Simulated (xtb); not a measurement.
Harmonic IR lines of one isomer of C$_{3}$H$_{5}$N, unscaled. These are GFN2-xTB (xtb) values and carry that method's errors.

| wavenumber (cm⁻¹) | relative intensity |
|---|---|
| 322 | 16 |
| 759 | 100 |
| 857 | 6.1 |
| 867 | 8.3 |
| 986 | 4.5 |
| 1121 | 3.7 |
| 1220 | 15 |
| 1355 | 19 |
| 1465 | 12 |
| 1523 | 20 |
| 2087 | 3.8 |
| 3029 | 9.7 |
| 3036 | 11 |
| 3042 | 13 |

Problem. Say which structure gives these lines.
(A) `C#CCN`
(B) `C=C=CN`
(C) `CCC#N`
(D) `CC=C=N`

Solution. B, `C=C=CN`
